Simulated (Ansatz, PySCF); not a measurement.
Species: InCl$_{3}$ (charge 0, singlet). 
Geometry from a B3LYP-D3(BJ)/def2-TZVP (Ansatz, a program for electronic structure) optimisation:
```xyz
4

In     0.0000     0.0000     0.0000
Cl     2.2440    -0.2968    -0.4832
Cl    -0.9240    -1.0046     1.8692
Cl    -1.3200     1.3014    -1.3860
```
Charge 0, spin multiplicity 1.

Wanted: atomisation energy (electronic, to ground-state atoms), in eV. Cores are frozen in the correlated levels unless marked. UHF or UKS for open shells. No spin-orbit coupling. Frozen are the shells of the preceding noble gas and the d and f shells that filled before the atom's block. Past Kr the def2 sets carry scalar-relativistic core potentials. STO-3G rows are all-electron and non-relativistic. The coupled-cluster limit lacks core correlation, which all-electron functionals hold. Basis-set limits of correlation are two-point, X^-3; Hartree-Fock from the larger set.

```tsv
level	program	atomisation energy (eV)
HF/def2-QZVPP	Ansatz	7.61
HF-D4/def2-TZVPD	PySCF + dftd4	7.95
PBE-D4/def2-TZVPD	Ansatz + dftd4	10.37
BLYP/def2-TZVPD	Ansatz	9.41
revPBE-D4/def2-TZVPD	Ansatz + dftd4	9.94
r2SCAN-D4/def2-TZVPD	Ansatz + dftd4	10.43
PBE0-D3(BJ)/def2-TZVP	Ansatz + dftd3	10.29
```

Predict the CCSD(T)/CBS(def2-TZVPPD,def2-QZVPPD) result (Ansatz).

10.62 eV
